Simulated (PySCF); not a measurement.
# One molecule, several mistakes: AlClH3NSi

These are calculations, not measurements. The program is PySCF 2.14.0, an open-source quantum chemistry code, run on an isolated molecule that a program drew, which may never have been made. The molecule is AlClH3NSi (charge 0, singlet), drawn as the SMILES string `[SiH3][N]=[Al][Cl]`.

Each row is a Hartree-Fock (HF) and frozen-core CCSD(T) single point in the cc-pV(D+d)Z basis, meant for a local HF minimum. Run 1 is clean. Each other run has one planted mistake out of seven kinds, and not every kind appears here: one electron removed, one electron added, multiplicity raised by two, geometry at a saddle point, minimal basis STO-3G, one bond length entered in bohr, all coordinates scaled. The reference is restricted for singlets and unrestricted otherwise, and also for a bond in bohr. Adding or removing an electron swaps singlet and doublet. Electrons count all cores. HOMO and LUMO are orbital energies over both spins, the gradient is its largest component, and the lowest frequency (negative if imaginary) is given only where the gradient is small. Bond lengths are over the 6 bonds as drawn. T1 is the CCSD diagnostic: over 0.02 (restricted) or 0.045 (unrestricted) a single reference is doubtful.

Geometry of the clean run:
```xyz
7
AlClH3NSi, angstrom
Si    0.5814   -1.2900    0.6057
N     0.6027   -1.0093   -1.0576
Al    0.6235   -0.7410   -2.6459
Cl    0.6501   -0.3978   -4.6780
H     1.5078   -0.3861    1.3419
H     0.9856   -2.6817    0.9479
H    -0.7703   -1.0838    1.1952
```

```
run  electrons  basis functions  <S^2>  HOMO (eV)  LUMO (eV)  gradient (hartree/bohr)  lowest frequency (cm^-1)  mean bond (Å)  longest bond (Å)      T1  HF (hartree)  CCSD(T) (hartree)                     mistake
  1         54               98  0.000      -9.76       0.71                  3.7e-05                        72         1.6377             2.061  0.0177   -1046.61326        -1047.12713                    no fault
  2         55               98  0.794      -0.63       6.61                  6.8e-02                         -         1.6377             2.061  0.0186   -1046.61093        -1047.13883          one electron added
  3         54               98  2.012      -6.20      -0.20                  9.3e-02                         -         1.6377             2.061  0.0186   -1046.53944        -1047.01729  multiplicity raised by two
  4         54               98  0.000      -9.51       0.12                  4.1e-02                         -         1.7376             2.187  0.0208   -1046.58633        -1047.11167      all coordinates scaled
  5         53               98  0.761     -16.16      -6.16                  1.0e-01                         -         1.6377             2.061  0.0278   -1046.33509        -1046.80287        one electron removed
  6         54               35  0.000      -5.83       6.38                  8.4e-02                         -         1.6377             2.061  0.0269   -1034.69191        -1034.87937                           ?
```

**Which mistake was planted in run 6, and what did it cost?**

It has 35 basis functions where the clean run has 98, with the same electrons and geometry. So the mistake is: minimal basis STO-3G. Subtracting run 1 and multiplying by 627.51 kcal/mol a hartree, the energy moved by 7480.8 kcal/mol in HF and 7685.6 kcal/mol in CCSD(T).

Cautions from the logs. Run 4: T1 is over the limit, so its CCSD(T) energy is less reliable; run 6: T1 is over the limit, so its CCSD(T) energy is less reliable.
